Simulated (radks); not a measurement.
Results of a calculation; reference values are marked as such.
Question: Ionisation of P+, [Ne] 3s2 3p2, to P2+, [Ne] 3s2 3p1, under several functionals. Dirac Kohn-Sham, spin-unpolarised, spherical densities, finite nucleus; open shells fill j = l - 1/2 first; a radial shooting solver on a logarithmic mesh with Libxc functionals. The NIST Atomic Spectra Database gives 19.769 eV (semi-empirical). Rank these functionals by the error of their Delta-SCF ionisation energy: B86b exchange with PBE correlation; exchange-only LDA; RPBE; exchange-only PBE; LDA (Slater exchange, Perdew-Zunger correlation); AM05.

Answer: From best to worst: LDA (Slater exchange, Perdew-Zunger correlation) 19.286 eV (-0.484); B86b exchange with PBE correlation 19.210 eV (-0.560); RPBE 19.164 eV (-0.606); AM05 19.129 eV (-0.640); exchange-only PBE 18.263 eV (-1.506); exchange-only LDA 18.017 eV (-1.753). Spin polarisation and multiplet splitting are left out, so open shells lie too high by an amount that depends on their filling.

Beside tabulated values, note that spin-unpolarised runs miss the spin-polarisation part of the exchange energy of open shells.
